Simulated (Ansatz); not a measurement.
Frontier orbitals of BH$_{3}$OSSi, SMILES `B1O[SiH2]S1`.

Charge 0, multiplicity 1. The structure was optimised at the PBE0-D4/def2-TZVP level. Basis def2-TZVPP, Ansatz 0.2.0.

Orbital energies of one run (eV). Highest occupied ones, from the top: -9.25, -10.31, -10.54, -11.27, -13.46, -13.65, -14.21, -15.03, -17.43, -22.36, -30.49, -102.27, -102.32, -102.37. Empty: 0.43, 0.61, 1.36, 1.87, 3.00, 3.26.

Task: Which functional gave them?
A. CAM-B3LYP
B. BLYP
C. B3LYP
D. r2SCANh

Result: A. HOMO energies: CAM-B3LYP -9.25, r2SCANh -7.51, BLYP -6.60, B3LYP -7.71 eV.

B3LYP here is the variant with VWN-RPA as its local correlation; programs differ in this.
